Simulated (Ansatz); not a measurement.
System: CuI, net charge 0, triplet state. The spin state was set by rule; other spins were not relaxed. 
Geometry from a B3LYP-D3(BJ)/def2-TZVP (Ansatz, a quantum-chemistry and plane-wave program) optimisation:
```
Cu
I 1 2.5641
```
Charge 0, spin multiplicity 3.

Wanted: atomisation energy (electronic, to ground-state atoms), in eV. Cores are frozen in the correlated levels unless marked. UHF or UKS for open shells. No spin-orbit coupling. Frozen are the shells of the preceding noble gas and the d and f shells that filled before the atom's block. Past Kr the def2 sets carry scalar-relativistic core potentials. STO-3G rows are all-electron and non-relativistic. The coupled-cluster limit lacks core correlation, which all-electron functionals hold. CBS marks a two-point X^-3 extrapolation of the correlation energy; Hartree-Fock from the larger set. [CCSD(T)-MP2]/basis is that difference in the basis named. The program attaches cautions to a run behind CCSD(T)/def2-TZVPP: other roots.

```tsv
level	program	atomisation energy (eV)	minus last row
HF/def2-QZVPP	Ansatz	1.45	1.17
PBE/def2-TZVPD	Ansatz	0.98	0.70
revPBE-D3(BJ)/def2-TZVPD	Ansatz + dftd3	0.88	0.60
B97M-V/def2-TZVPD	Ansatz	0.83	0.55
PBE0-D3(BJ)/def2-TZVPD	Ansatz + dftd3	0.61	0.33
BHLYP-D3(BJ)/def2-TZVPD	Ansatz + dftd3	0.54	0.26
HSE06-D4/def2-TZVPD	Ansatz + dftd4	0.62	0.34
LC-wPBE-D3(BJ)/def2-TZVPD	Ansatz + dftd3	0.33	0.05
RPA@PBE/def2-TZVPP	Ansatz	0.66	0.38
MP2/def2-SVP	Ansatz	-0.48	-0.76
RI-MP2/CBS(def2-TZVPPD,def2-QZVPPD)	Ansatz	-0.71	-0.99
SCS-MP2/def2-QZVPP	Ansatz	-0.44	-0.72
CCSD/STO-3G	Ansatz	3.91	3.63
CCSD(T)/def2-TZVPP	Ansatz	0.21	-0.07
RI-MP2/CBS(def2-TZVPPD,def2-QZVPPD)+[CCSD(T)-MP2]/def2-TZVPPD	Ansatz	0.28	0.00
```

The T1 diagnostic of CCSD in the largest basis is 0.052, which is high, so the coupled-cluster rows are less sure than usual.
